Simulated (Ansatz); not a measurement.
`C[O][Ti]([Cl])([Cl])[Cl]` + H₂O → `[OH][Ti]([Cl])([Cl])[Cl]` + CH₃OH at 600 K and 1 bar (formal hydrolysis of a Ti–O bond).

Computed with Ansatz on PBE0-D4/def2-TZVP structures; ΔE is electronic, products minus reactants. CCSD(T)/CBS is the MP2 limit (def2-TZVPP, def2-QZVPP) plus CCSD(T) − MP2 in def2-TZVPP, frozen cores. This one scheme is used for every species. For Ti outer-core shells are correlated without core-valence functions, which leaves a few kJ/mol of doubt a bond. Scalar relativity is left out up to krypton. One conformer a species, not always the lowest.

```json
{"species": "`C[O][Ti]([Cl])([Cl])[Cl]`", "CCSD(T)/CBS energy (Eh)": "-2343.53403", "H − E (kJ/mol)": "190.3", "S (J/(mol·K))": "516.1"}
{"species": "H₂O", "CCSD(T)/CBS energy (Eh)": "-76.37941", "H − E (kJ/mol)": "76.8", "S (J/(mol·K))": "212.8"}
{"species": "`[OH][Ti]([Cl])([Cl])[Cl]`", "CCSD(T)/CBS energy (Eh)": "-2304.28409", "H − E (kJ/mol)": "102.0", "S (J/(mol·K))": "464.6"}
{"species": "CH₃OH", "CCSD(T)/CBS energy (Eh)": "-115.61712", "H − E (kJ/mol)": "163.6", "S (J/(mol·K))": "277.3"}
```

H − E and S are ideal-gas, rigid-rotor, harmonic terms from PBE0-D4/def2-TZVP, for one conformer and one mirror image of each species. 1 Eh = 2625.50 kJ/mol, R = 8.31446 J/(mol·K).

Task: By hand: ΔE, ΔH, ΔS and ΔG.

Result: ΔE = (-2304.28409) + (-115.61712) − (-2343.53403) − (-76.37941) = 0.01223 Eh = 32.1 kJ/mol. Δ(H − E) = 102.0 + 163.6 − 190.3 − 76.8 = -1.5, so ΔH = 30.6 kJ/mol. ΔS = 464.6 + 277.3 − 516.1 − 212.8 = 13.0 J/(mol·K). ΔG = 30.6 − 600 × (13.0)/1000 = 22.8 kJ/mol.

Task: By hand: the equilibrium constant, and the temperature at which ΔG would vanish if ΔH and ΔS stayed fixed.

Result: log₁₀ K = −ΔG/(RT ln 10) = -2.0. ΔG = 0 at ΔH/ΔS = 2354 K, though so small a ΔS makes that figure unsure.

The number of gas molecules stays the same, so ΔS is small and ΔH decides. A doubt of 5 kJ/mol in ΔE shifts log₁₀ K by 0.4 here. Other conformers and mirror images would add mixing entropy, several J/(mol·K) or more a flexible species. Modes under 60 cm⁻¹, often nearly free rotors, make the harmonic entropy too high. These are equilibria of isolated gas molecules and say nothing of rates. Largest T1 diagnostic: 0.024 (customary marks: 0.02 for closed shells, 0.045 for open ones).
